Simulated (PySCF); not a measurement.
**[Nd(H2O)5]3+: from a saddle point downhill**

PySCF 2.14.0, RKS BP86, Nd lcecp-1-SVP with ECP49, O def2-SVP, H def2-SVP; non-relativistic Hamiltonian with scalar-relativistic core potentials where named; density fitting; no spin-orbit coupling. Relaxed within the symmetry of its start, the geometry (C2v) is

```xyz
16

Nd    0.0326    0.0000    0.0000
O    -0.4109    0.0000    2.3741
H    -0.5138    0.7762    2.9796
H    -0.5138   -0.7761    2.9796
O    -0.4109    0.0000   -2.3741
H    -0.5138   -0.7761   -2.9796
H    -0.5138    0.7762   -2.9796
O     2.4182   -0.0001    0.0000
H     3.0359   -0.7764    0.0000
H     3.0360    0.7762    0.0000
O    -0.9211    2.2031    0.0000
H    -0.4682    3.0853    0.0000
H    -1.8841    2.4403    0.0000
O    -0.9213   -2.2030    0.0000
H    -1.8843   -2.4402    0.0000
H    -0.4685   -3.0852    0.0000
```

and its lowest harmonic modes are -185, -102, 40, 48, 71, 71 cm⁻¹ (negative: unstable). It was moved along the lowest mode and relaxed again, within the group C2 that the move left.

Task: Where does it end, and how much lower?

Result: In C2, nearly C2v, 0.073 eV lower, after 49 steps:
```xyz
16

Nd   -0.0219    0.0000    0.0000
O    -0.3970    0.0434    2.3863
H    -0.5049    0.8317    2.9754
H    -0.5056   -0.7209    3.0068
O    -0.3970   -0.0433   -2.3863
H    -0.5050   -0.8316   -2.9754
H    -0.5056    0.7209   -3.0068
O     2.3544   -0.0001    0.0000
H     2.9682    0.0091   -0.7790
H     2.9682   -0.0093    0.7790
O    -0.9081    2.2332   -0.0417
H    -0.4111    3.0910   -0.0564
H    -1.8582    2.5174   -0.0516
O    -0.9083   -2.2331    0.0417
H    -1.8584   -2.5173    0.0516
H    -0.4113   -3.0910    0.0564
```

Task: How do the contacts change?

Result: 
| contact | saddle (Å) | end (Å) |
| --- | --- | --- |
| Nd1–O2 (H2O) | 2.415 | 2.416 |
| Nd1–O5 (H2O) | 2.415 | 2.416 |
| Nd1–O8 (H2O) | 2.386 | 2.376 |
| Nd1–O11 (H2O) | 2.401 | 2.403 |
| Nd1–O14 (H2O) | 2.401 | 2.403 |


Task: Is the end a minimum?

Result: Yes; lowest modes 32, 58, 66, 70, 71, 72 cm⁻¹.

An lcecp potential fixes the number of 4f electrons, so in runs with it no electron can move into or out of that shell.

State: singlet in the valence, with the 4f electrons in the core potential.
